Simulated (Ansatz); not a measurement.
Geometry optimisation, RKS r2SCANh-D4/def2-SVP in Ansatz 0.2.0.

Input file:

```yaml
crystal:
  periodic: [false, false, false]
  atoms:
    - { symbol: Al, position_ang: [-0.004024, 0.10953, -0.14124] }
    - { symbol: F, position_ang: [-0.006258, 0.173292, 1.537274] }
    - { symbol: Cl, position_ang: [1.764101, 0.542935, -1.128768] }
    - { symbol: O, position_ang: [-1.419011, -0.130864, -1.004875] }
    - { symbol: H, position_ang: [-2.292007, -0.359744, -0.688853] }
    - { symbol: Br, position_ang: [0.641351, -3.068005, 1.431766] }
    - { symbol: H, position_ang: [0.487948, -1.781244, 2.187096] }
basis:
  gaussian: { orbitals: def2-SVP }
hamiltonian:
  xc: r2scanh
  dispersion: d4
relax:
  f_tol: 0.03
  max_steps: 50
```

Command:

```bash
$ ansatz run input.yaml --threads 4 --pin off --max-ram 5120MiB --backend cpu --events-out ev --progress --plain --runs-dir out
```

Question: Where does it end, and by what steps?

Answer: It converged. After 11 steps the energy has fallen by 0.224 eV; Br6 moved furthest, 0.65 Å. Joined: Al1–Br6 (3.60 → 2.74 Å).

```tsv
step	energy less start (eV)	largest force component (eV/Å)	accepted
0	0.0000	1.467	yes
1	-0.1097	0.167	yes
2	-0.1654	0.197	yes
3	-0.2071	0.194	yes
4	-0.2102	0.199	yes
5	-0.2169	0.111	yes
6	-0.2208	0.125	yes
7	-0.2200	0.136	no
8	-0.2235	0.043	yes
9	-0.2241	0.034	yes
10	-0.2242	0.030	yes
11	-0.2243	0.020	yes
```

```xyz
7
Properties=species:S:1:pos:R:3
Al 0.024 -0.101 -0.012
F -0.073 0.328 1.604
Cl 1.809 0.326 -1.010
O -1.370 -0.322 -0.932
H -2.277 -0.371 -0.632
Br 0.568 -2.590 0.998
H 0.492 -1.785 2.177
```

Whether the end is a true minimum wasn't checked by a vibrational analysis.

Run time: 28 s on 4 threads of Arm Neoverse V2, on a shared host, peak memory 0.28 GiB.
